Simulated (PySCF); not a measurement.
C₆ coefficients of unlike pairs at PBE0

Calculated with PySCF 2.14 from the dipole response of each species, C₆(A,B) = (3/π) ∫ α_A(iu) α_B(iu) du, in atomic units, from isotropic polarisabilities. For ions this is the dispersion term alone; charge-induced terms of lower order in 1/R come first.

| species | configuration | basis | relativity | α (bohr³) | C₆ (like pair) |
| --- | --- | --- | --- | --- | --- |
| Rh³⁺ | [Kr] 4d6 (5D) | aug-cc-pVTZ-PP with ECP28MDF (6s6p5d3f2g) | core potential | 4.702 | 21.37 |
| Be⁺ | [He] 2s1 (2S) | dyall-av3z (15s9p4d2f) | none | 22.24 | 60.11 |
| Sb²⁺ | [Kr] 4d10 5s2 5p1 (2P) | aug-cc-pwCVTZ-PP with ECP28MDF (8s7p6d4f1g) | core potential | 15.79 | 99.51 |
| Sb⁺ | [Kr] 4d10 5s2 5p2 (3P) | aug-cc-pVQZ-DK3 (9s8p6d3f2g) | spin-free X2C | 25.17 | 204.8 |

(1) Estimate C₆ for Sb⁺ with Rh³⁺.

No spin-orbit coupling is included.

The other pairs:

| pair | C₆ |
| --- | --- |
| Be⁺, Rh³⁺ | 23.35 |
| Sb⁺, Sb²⁺ | 141.8 |
| Sb⁺, Be⁺ | 99.44 |
| Sb²⁺, Be⁺ | 65.78 |
| Sb²⁺, Rh³⁺ | 43.13 |

Answers

(1) The integral gives 58.78. The combination rule 2 C_A C_B / (C_A α_B/α_A + C_B α_A/α_B) gives 57.34 and the geometric mean 66.16.
